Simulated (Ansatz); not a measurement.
A run for Ansatz (an electronic-structure program): U-CCSD(T)/aug-cc-pVDZ on HLiO (SMILES [Li][OH]), a point of a bond scan (R = 1.142 Å).

Ansatz 0.2 input:
```yaml
crystal:
  periodic: [false, false, false]
  atoms:
    - {symbol: Li, position_ang: [-0.00000000, -0.00000000, -1.25872662]}
    - {symbol: O, position_ang: [0.00000000, 0.00000000, 0.31386950]}
    - {symbol: H, position_ang: [0.00000000, 0.00000000, 1.45549471]}
basis:
  gaussian:
    orbitals: aug-cc-pVDZ
correlation: {method: ccsd_t, electrons: outside_noble_gas}
scf: {omitted_lower_state_checks: [cluster_reference]}
magnetization: {spin_polarized: true, initial_magnetization: 0}
```

The log:

```
WARN ansatz: RAYON_NUM_THREADS=1 ignored (pool sized by the plan → 1); use --threads N
Functional definition: HF
these checks for a lower state are left out or cut short: cluster_reference
integrals: 0.03 GiB planned
500 factors; integrals over basis functions are off by at most 1.3e-3 eV
mean field: 0.09 GiB planned
mean field evaluation 1: about -2251.2100 eV, gradient 3.4e1 eV
mean field evaluation 2: about -2251.2199 eV, gradient 3.4e1 eV
mean field evaluation 4: about -2255.8108 eV, gradient 1.1e0 eV
mean field evaluation 8: about -2255.8217 eV, gradient 2.0e-4 eV
mean field evaluation 16: about -2251.2100 eV, gradient 3.4e1 eV
mean field -2255.82173749 eV, -82.8999198020 hartree, gradient 9.9e-6 eV, S^2 0.000000; 0 other end points of the search recorded, 0 dependent functions left out
2 core orbitals not correlated
reference -2255.82173749 eV, -82.8999198020 hartree; 4, 4 occupied and 49, 49 virtual orbitals, 500 factors
second order -6.49765436 eV of doubles, -0.00000000 eV of singles
coupled cluster: 0.14 GiB planned
cycle   1  -6.28539309 eV  change    2.1e-1 eV  update   8.7e-2
cycle   2  -6.47052333 eV  change   -1.9e-1 eV  update   2.9e-2
cycle   3  -6.53008377 eV  change   -6.0e-2 eV  update   1.5e-2
cycle   4  -6.53365467 eV  change   -3.6e-3 eV  update   4.2e-3
cycle   5  -6.53134708 eV  change    2.3e-3 eV  update   1.8e-3
cycle   6  -6.53125490 eV  change    9.2e-5 eV  update   6.6e-4
cycle   7  -6.53128123 eV  change   -2.6e-5 eV  update   2.5e-4
cycle   8  -6.53122233 eV  change    5.9e-5 eV  update   1.1e-4
cycle   9  -6.53120746 eV  change    1.5e-5 eV  update   2.7e-5
cycle  10  -6.53121334 eV  change   -5.9e-6 eV  update   9.9e-6
perturbative correction -0.20211655 eV, -0.0074276463 hartree
Total energy: -2262.55506738 eV, -83.1473651115 hartree
Checks for a lower state left out: cluster_reference
```

The run converged.

Cost: around 3 core-seconds (rough).
